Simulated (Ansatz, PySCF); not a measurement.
Ga(H)2(Et) (C2H7Ga), SMILES C[CH2][GaH2].

The structure is a stationary point at B3LYP-D3(BJ)/def2-SVP. The structure was generated by enumeration; whether it is a known compound was not checked.

Vertical ionisation energy (IE) and electron affinity (EA) in eV. Rows of orbital energies are one-electron estimates. Where ΔSCF, EOM or ADC give a negative EA the extra electron is unbound and the value depends on the basis.

```
level                                                                  IE     EA
-------------------------------------------------------------------  ----  -----
−ε(HOMO), −ε(LUMO), ωB97X/def2-TZVPD (PySCF)                         9.84  -0.47
−ε(HOMO), −ε(LUMO), PBE/def2-TZVPD (PySCF)                           6.33   2.22
ΔSCF, PBE0/def2-SVPD (Ansatz), final states of multiplicity 2 and 2  9.62  -0.23
ΔSCF, PBE/def2-SVPD (Ansatz), final states of multiplicity 2 and 2   9.43  -0.19
```

Problem. What vertical singlet–triplet gap does ΔSCF give with PBE0/def2-SVPD (Ansatz, a quantum-chemistry and plane-wave program) and with PBE/def2-SVPD (Ansatz)? (An estimate is asked for; the answer gives what the named calculation found.)

Solution. 4.40 and 4.18 eV (triplet above singlet where positive).
